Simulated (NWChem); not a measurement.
Species: MgF cation; SMILES [F][Mg+]

```xyz
2

Mg     0.0000     0.0000    -0.7447
F      0.0000     0.0000     0.9933
```
Atoms are numbered in this order, from 1.

The geometry was optimised at PBE-D3(BJ)/def2-SVP.

Task: List the 6 lowest vertical singlet excitations from CAM-B3LYP/def2-SVPD, full TDDFT (NWChem).

Result: 
```json
[
 {"state": "S1", "energy (eV)": "4.07", "oscillator strength": "0.009", "leading excitation (squared amplitude)": "HOMO → LUMO (0.95)"},
 {"state": "S2", "energy (eV)": "4.07", "oscillator strength": "0.009", "leading excitation (squared amplitude)": "HOMO−1 → LUMO (0.95)"},
 {"state": "S3", "energy (eV)": "5.45", "oscillator strength": "0.084", "leading excitation (squared amplitude)": "HOMO−2 → LUMO (0.96)"},
 {"state": "S4", "energy (eV)": "8.08", "oscillator strength": "0.000", "leading excitation (squared amplitude)": "HOMO−1 → LUMO+1 (0.47)"},
 {"state": "S5", "energy (eV)": "8.12", "oscillator strength": "0.000", "leading excitation (squared amplitude)": "HOMO−1 → LUMO+2 (0.49)"},
 {"state": "S6", "energy (eV)": "8.12", "oscillator strength": "0.000", "leading excitation (squared amplitude)": "HOMO−1 → LUMO+1 (0.49)"}
]
```
